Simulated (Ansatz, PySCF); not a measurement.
Gas-phase reaction (SMILES): N[SiH](N)N + [H][H] (H2) → N[SiH2]N + N (NH3); hydrogen cleaves one Si-N bond, a model of a ligand-exchange step.

Structures are relaxed separately at B3LYP-D3(BJ)/def2-TZVP in Ansatz (an electronic-structure program), one conformer each, not searched for the lowest. Correlated levels leave the core frozen unless marked. No spin-orbit coupling. Non-relativistic. Basis-set limits of correlation are two-point, X^-3; Hartree-Fock from the larger set. Thermal terms are rigid-rotor harmonic-oscillator values from B3LYP-D3(BJ) frequencies (Ansatz or PySCF) at 298.15 K and 1 atm. 1 Eh = 627.5095 kcal/mol.

```
species      E, CCSD(T)/CBS(cc-pV(T+d)Z,cc-pV(Q+d)Z) (Ansatz) (Eh)  E, B3LYP-D3(BJ)/def2-TZVPD (Ansatz + dftd3) (Eh)  H - E (Eh)  G - E (Eh)
-----------  -----------------------------------------------------  ------------------------------------------------  ----------  ----------
N[SiH](N)N                                              -457.49268                                        -458.18889     0.09539     0.05865
[H][H] (H2)                                               -1.17450                                          -1.17983     0.01336    -0.00144
N[SiH2]N                                                -402.14213                                        -402.76052     0.07538     0.04163
N (NH3)                                                  -56.50369                                         -56.58902     0.03799     0.01614
```

Problem. Work out ΔE and ΔH, ΔG, ΔS and the equilibrium constant at 298.15 K at the first level, then ΔH at the second.

Solution. 
1. ΔE = [(-402.14213) + (-56.50369)] - [(-457.49268) + (-1.17450)] = 0.02136 Eh = 13.4 kcal/mol at CCSD(T)/CBS(cc-pV(T+d)Z,cc-pV(Q+d)Z).
2. The terms H - E add up to 0.00462 Eh, so ΔH = (0.02136 + (0.00462))×627.5095 = 16.3 kcal/mol.
3. The terms G - E add up to 0.00056 Eh, so ΔG = 13.8 kcal/mol, and ΔS = (0.00462 - (0.00056))×627509.5/298.15 = 8.5 cal/(mol K).
4. log10 K = -ΔG/(RT ln 10) = -10.1, with RT ln 10 = 1.3642 kcal/mol.
5. At B3LYP-D3(BJ)/def2-TZVPD the same steps give ΔE = 12.0 and ΔH = 14.9 kcal/mol, a shift of -1.4 from the first level.
6. These values are not checked against measurement here, since the tables used lack a sound gas-phase enthalpy of formation for at least one species.
